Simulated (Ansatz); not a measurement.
Cartesian coordinates in Å:
```
C 0.128 1.191 -1.836
C -0.303 0.128 -0.858
O 0.408 0.309 0.355
B 0.218 -0.527 1.404
O 0.957 -0.261 2.527
O -0.679 -1.562 1.280
H -0.081 2.187 -1.440
H 1.200 1.121 -2.033
H -0.406 1.074 -2.782
H -0.103 -0.872 -1.259
H -1.380 0.190 -0.668
H 0.813 -0.857 3.261
H -0.771 -2.121 2.051
```

Total charge 0; spin multiplicity 1.

Q: List the ωB97M-V/def2-TZVPP orbital energies in eV (Ansatz). (An estimate is asked.)

A: Computed: Occupied: -526.41, -526.22, -525.91, -282.60, -280.97, -189.15, -32.18, -31.02, -30.94, -23.75, -20.08, -18.67, -17.93, -16.28, -15.86, -14.70, -13.96, -13.74, -13.03, -12.51, -12.37, -11.87, -11.45, -10.54. Lowest empty: 1.61, 2.86, 3.57, 3.59, 3.94, 4.47, 5.15, 5.24.
